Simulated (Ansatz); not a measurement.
Reaction (germylene formation by 1,1-elimination): `[CH3][GeH2][Br]` → HBr + `[CH3][GeH]`

Isolated molecules relaxed with PBE0-D4/def2-TZVP in Ansatz; ΔE leaves out vibrations. CBS: MP2 limit from def2 TZ/QZ plus the TZ coupled-cluster correction, frozen cores. DFT in def2-TZVPP. For Br, Ge outer-core shells are correlated without core-valence functions, which leaves a few kJ/mol of doubt a bond. Scalar relativity is left out up to krypton.

```
             level  ΔE (eV)  difference from CCSD(T)/CBS
            PBE-D4     2.56                        -0.06
           BLYP-D4     2.31                        -0.31
           ωB97X-V     2.72                         0.10
            revPBE     2.34                        -0.28
              BLYP     2.18                        -0.44
            r2SCAN     2.75                         0.13
              PBE0     2.65                         0.03
           r2SCANh     2.77                         0.15
           r2SCAN0     2.81                         0.19
         CAM-B3LYP     2.52                        -0.10
RPA@PBE/def2-TZVPP     2.50                        -0.12
      MP2/def2-SVP     2.75                         0.13
   CCSD/def2-TZVPP     2.64                         0.02
CCSD(T)/def2-TZVPP     2.67                         0.05
      HF/CBS(def2)     2.55                        -0.07
    CCSD/CBS(def2)     2.59                        -0.03
       CCSD(T)/CBS     2.62                            0
```

Largest T1 diagnostic among the species: 0.011.

From BLYP to BHLYP (50 % exact exchange), in def2-TZVPP and without D4, ΔE moves by +0.38 eV. At CCSD(T), def2-SVP lies −0.10 eV from the extrapolated value and def2-TZVPP +0.05 eV. The D4 term adds +0.10 eV with B3LYP and +0.06 eV with PBE0; it sums over pairs of atoms, weighted by their polarisabilities, and B3LYP, whose exchange is more repulsive, gets the larger term.

B3LYP here is the variant with VWN-RPA as its local correlation; programs differ in this.
